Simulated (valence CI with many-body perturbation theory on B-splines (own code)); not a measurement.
## Sn³⁵⁺: input, log and results

Computed by configuration interaction combined with many-body perturbation theory (CI+MBPT): five valence electrons over a frozen Dirac-Fock core [Ne], a basis of 6 s, 6 p, 5 d, 3 f, 1 g functions for each j, with the one-electron correlation potential Σ1 (screened to all orders), the two-electron term Σ2, the three-electron term Σ3, Breit, model QED; selected single and double excitations, second order for the rest, scaled by the run's own slope (own B-spline code, finite nucleus).

Command, and the settings that its task file holds:

```sh
python run_cv.py task.json out
```

```
atom Sn  Z=50  mass_number=120  rms_radius_fm=4.6519
core [Ne]
valence 3s2 3p3
avg = 1
basis = S
breit = 1
cap = 10000
capref = 1200
cscale = 1
de = 0.0
dress = 0
eps = 1e-06
extrap = 1
h = 0.27
hh = 1
l2 = 3
lcore = 6
maxit = 60
n2 = 5
natural = 1
nlev = 20
nno = [3, 3, 3, 2, 1]
nroot = 26
nsp = [3, 3, 2, 1, 0]
pt2 = 1
qed = 1
rpa = 1
s1 = 1
s2 = 1
s3 = 1
screen = 1
tol = 2e-05
whole = 1
```

It took 15 s on 1 thread of Intel(R) Xeon(R) 6975P-C (Granite Rapids), with other jobs on the host.

Log. The first blocks belong to the next ion, which gives the ionisation energy. Fields: 2J, parity (1 odd), roots, reference size, generating configurations, candidates as configurations/state functions, variational space P, stored matrix elements, Davidson steps; e2 is the range of second-order energies in hartree. The first line gives the box (bohr), its intervals, the orbitals and the steps of their self-consistent field. Window is the range of levels sought, series limit the energy at which the first omitted orbital would enter, core excitation an estimate of the first excitation out of the core, left out the lowest levels not solved, and shifts from estimates the range by which levels moved from their first estimate, all in cm⁻¹.

```
rmax 2.3 intervals 56 orbitals 36 references ['3s2 3p3', '3s 3p4', '3s2 3p2 3d', '3p5', '3s 3p3 3d'] scf 4 t 0.5
2J=0 par=0 roots 2 ref 24 generators 8 cand 594/815 P 614/839 nnz 0 it 0
2J=0 par=0 roots 2 ref 24 generators 12 cand 246/356 P 860/1195 nnz 0 it 0
   second order: generators 18 cand 4773/8483 e2 -0.00032 -0.00024
reference levels 559, estimated 51, window 1706143 1/cm; series limit 12639819, core excitation 28373560
2J=3 par=1 roots 4 ref 66 generators 16 cand 260/926 P 900/3458 nnz 1.5e+06 it 4
2J=3 par=1 roots 4 ref 66 generators 27 cand 932/5415 P 1832/8873 nnz 7.8e+06 it 8
   second order: generators 33 cand 10065/124986 e2 -0.00882 -0.00062
2J=5 par=1 roots 2 ref 65 generators 10 cand 237/917 P 753/3414 nnz 1.6e+06 it 5
2J=5 par=1 roots 2 ref 65 generators 21 cand 1022/6525 P 1775/9939 nnz 9.5e+06 it 8
   second order: generators 27 cand 10366/154823 e2 -0.00781 -0.00111
2J=1 par=1 roots 2 ref 41 generators 12 cand 214/624 P 989/3166 nnz 1.1e+06 it 4
2J=1 par=1 roots 2 ref 41 generators 19 cand 1097/4349 P 2086/7515 nnz 4.8e+06 it 7
   second order: generators 27 cand 9778/71750 e2 -0.00373 -0.00080
2J=3 par=0 roots 7 ref 71 generators 17 cand 227/1006 P 923/3559 nnz 1.5e+06 it 6
2J=3 par=0 roots 7 ref 71 generators 27 cand 1013/6164 P 1936/9723 nnz 8.2e+06 it 10
   second order: generators 40 cand 12223/139788 e2 -0.00503 -0.00345
2J=5 par=0 roots 7 ref 74 generators 17 cand 245/997 P 876/3559 nnz 1.6e+06 it 8
2J=5 par=0 roots 7 ref 74 generators 26 cand 979/6440 P 1855/9999 nnz 8.9e+06 it 10
   second order: generators 38 cand 12391/165290 e2 -0.00568 -0.00343
2J=1 par=0 roots 5 ref 44 generators 20 cand 264/995 P 1227/3541 nnz 1.3e+06 it 6
2J=1 par=0 roots 5 ref 44 generators 23 cand 1365/5353 P 2592/8894 nnz 6e+06 it 9
   second order: generators 32 cand 9944/69719 e2 -0.00197 -0.00087
2J=7 par=0 roots 4 ref 54 generators 13 cand 213/1011 P 906/3575 nnz 1.6e+06 it 4
2J=7 par=0 roots 4 ref 54 generators 22 cand 783/6378 P 1689/9953 nnz 9.8e+06 it 7
   second order: generators 32 cand 11520/171950 e2 -0.00368 -0.00335
2J=9 par=0 roots 2 ref 34 generators 9 cand 0/0 P 829/2607 nnz 9e+05 it 3
2J=9 par=0 roots 2 ref 34 generators 16 cand 793/5676 P 1622/8283 nnz 7.1e+06 it 6
   second order: generators 25 cand 9108/126592 e2 -0.00299 -0.00293
left out: unestimated 2471296, estimated 1867158, shifts from estimates 0 to 86
operators 0.4
```

The Davidson iterations converged.

No measured spectrum was set against this ion. As an estimate, large intervals hold to a few tenths of a per cent, small ones and those within an open d or f shell to about a per cent. Among the levels kept, up to 1200 cm⁻¹ of a level comes from second order outside the variational space, and about a tenth of that is noise between levels of different J, which matters for small intervals.

| Item | Value |
| --- | --- |
| Valence energy | -467.4447 hartree |
| Ionisation energy | 2308.4 eV (NIST: 2326 ± 9 eV (semi-empirical)) |
| Reference configurations for the orbitals | 3s2 3p3, 3s 3p4, 3s2 3p2 3d, 3p5, 3s 3p3 3d |
| Radial orbitals | 36 |
| Box radius | 2.341 bohr |
| Largest variational space | 9999 |
| Lowest levels | (3s^2 3p1/2^2 3p3/2) J=3/2 0, (3s^2 3p1/2 3p3/2^2) J=3/2 386510, (3s^2 3p1/2 3p3/2^2) J=5/2 445850, (3s^2 3p1/2 3p3/2^2) J=1/2 518940, (3s^2 3p3/2^3) J=3/2 912160, (3s^2 3p1/2^2 3d3/2) J=3/2 1097300, (3s 3p1/2^2 3p3/2^2) J=5/2 1116900, (3s^2 3p1/2^2 3d5/2) J=5/2 1287300, (3s 3p1/2^2 3p3/2^2) J=1/2 1293000, (3s 3p1/2^2 3p3/2^2) J=3/2 1308400, (3s^2 3p1/2 3p3/2 3d3/2) J=5/2 [a] 1488500, (3s^2 3p1/2 3p3/2 3d3/2) J=3/2 [a] 1489000, (3s^2 3p1/2 3p3/2 3d3/2) J=1/2 [a] 1496600, (3s 3p1/2 3p3/2^3) J=3/2 1523800 cm⁻¹ |

Levels are named by their leading jj configuration (3d3/2^4 stands for four electrons in 3d with j = 3/2), which in mixed levels can hold well under half, so a name can repeat and another be missing. Letters in brackets count levels of one name in rising energy.
